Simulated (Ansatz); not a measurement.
`[O]=[W]([F])([F])([Cl])[Cl]` + HCl → `[O]=[W]([F])([Cl])([Cl])[Cl]` + H–F at 600 K and 1 bar (ligand exchange at a W–F bond).

Gas-phase electronic energies from Ansatz, PBE0-D4/def2-TZVP geometries. CCSD(T)/CBS is the MP2 limit (def2-TZVPP, def2-QZVPP) plus CCSD(T) − MP2 in def2-TZVPP, frozen cores. This one scheme is used for every species. def2 core potentials past Kr. For W outer-core shells are correlated without core-valence functions, which leaves a few kJ/mol of doubt a bond.

| species | CCSD(T)/CBS energy (Eh) | H − E (kJ/mol) | S (J/(mol·K)) |
| --- | --- | --- | --- |
| `[O]=[W]([F])([F])([Cl])[Cl]` | -1261.50180 | 86.2 | 458.2 |
| HCl | -460.38127 | 35.4 | 207.2 |
| `[O]=[W]([F])([Cl])([Cl])[Cl]` | -1621.48342 | 85.2 | 471.9 |
| H–F | -100.39570 | 42.3 | 194.0 |

H − E and S are ideal-gas, rigid-rotor, harmonic terms from PBE0-D4/def2-TZVP. 1 Eh = 2625.50 kJ/mol, R = 8.31446 J/(mol·K).

**Question.** By hand: ΔE, ΔH, ΔS and ΔG.

**Answer.** ΔE = (-1621.48342) + (-100.39570) − (-1261.50180) − (-460.38127) = 0.00395 Eh = 10.4 kJ/mol. Δ(H − E) = 85.2 + 42.3 − 86.2 − 35.4 = 5.9, so ΔH = 16.3 kJ/mol. ΔS = 471.9 + 194.0 − 458.2 − 207.2 = 0.5 J/(mol·K). ΔG = 16.3 − 600 × (0.5)/1000 = 16.0 kJ/mol.

**Question.** By hand: the equilibrium constant, and the temperature at which ΔG would vanish if ΔH and ΔS stayed fixed.

**Answer.** log₁₀ K = −ΔG/(RT ln 10) = -1.4. ΔG = 0 at ΔH/ΔS = 32600 K, far beyond where these terms or the molecules hold.

The number of gas molecules stays the same, so ΔS is small and ΔH decides. A doubt of 5 kJ/mol in ΔE shifts log₁₀ K by 0.4 here. Modes under 60 cm⁻¹, often nearly free rotors, make the harmonic entropy too high. These are equilibria of isolated gas molecules and say nothing of rates. Largest T1 diagnostic: 0.021 (customary marks: 0.02 for closed shells, 0.045 for open ones).
